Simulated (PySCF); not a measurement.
Cl4SW, charge +1, doublet, at a GFN2-xTB geometry (such geometries of metal compounds can be far from the true shape) (the multiplicity is a formal guess) (core potentials on W). Base run: DF-PBE/def2-SVP in PySCF.

Here is a job for PySCF.
```python
from pyscf import gto, scf, dft

mol = gto.M(
    atom='''
W     0.001107   -0.000477    0.001174
S     1.539665   -0.663608    1.632776
Cl   -1.464465    0.631196   -1.553027
Cl    0.329128    2.093364    0.548107
Cl    1.240147   -0.935531   -1.541992
Cl   -1.558724   -1.162380    1.005073
''',
    basis='def2-svp',
    ecp={'W': 'def2-svp'},
    charge=1,
    spin=1,
    verbose=4,
)

mf = dft.UKS(mol)
mf.xc = 'pbe'
mf = mf.density_fit(auxbasis='def2-universal-jkfit')
mf.kernel()
```

Variants of this job, named by their change:

| change | E (Eh) | HOMO (eV) | <S^2> | core-seconds (rough) | outcome |
|---|---|---|---|---|---|
| base | -2304.36664 | -11.90 | 0.767 | 60 | converged |
| functional = m06l | -2305.28392 | -12.27 | 0.788 | 100 | converged |
| functional = hse06 | - | - | - | - | not converged |
| functional = b3lyp; dispersion = d3bj | -2305.33257 | -12.74 | 0.782 | 30 | converged |
| functional = r2scan | -2305.13545 | -12.26 | 0.783 | 80 | converged |
| functional = tpssh | -2305.29952 | -12.51 | 0.781 | 100 | converged |
| functional = m06 | - | - | - | - | not converged |
| functional = mn15 | - | - | - | - | not converged |
| functional = x3lyp | -2305.02045 | -12.76 | 0.786 | 20 | converged |
| functional = blyp; dispersion = d3bj | -2305.24856 | -11.64 | 0.764 | 70 | converged |

Absolute energies of different levels of theory aren't comparable as measures of quality.

Open shells are given as the SCF converged; they aren't shown to be the lowest states, and a large step between rows can be another state.
